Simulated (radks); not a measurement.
Q: Species: Sb3-. Configuration: [Xe]. All-electron calculation, scalar-relativistic Kohn-Sham, LB94 model potential, spin-polarised, spherical densities, finite nucleus; Fermi nuclear charge, rms radius 4.6802 fm; Watson sphere of charge +3 and radius 4.85 bohr. Program: a radial shooting solver on a logarithmic mesh with Libxc functionals. Some entries of the table are withheld. Estimate them.

orbital,occ.,eigenvalue (hartree),r(max) (bohr)
1s,2,(1),0.01834
2s,2,-170.7901,0.1036
2p,6,-153.5205,0.08292
3s,2,-33.74407,0.3002
3p,6,(2),0.2937
3d,10,(3),0.2439
4s,2,-5.52258,0.7213
4p,6,-3.80145,0.7622
4d,10,-1.30430,0.8502
5s,2,(4),1.854
5p,6,(5),2.475

A: 
(1) 1s eigenvalue (hartree): -1118.943
(2) 3p eigenvalue (hartree): -28.09222
(3) 3d eigenvalue (hartree): -19.43605
(4) 5s eigenvalue (hartree): -0.50384
(5) 5p eigenvalue (hartree): -0.23143
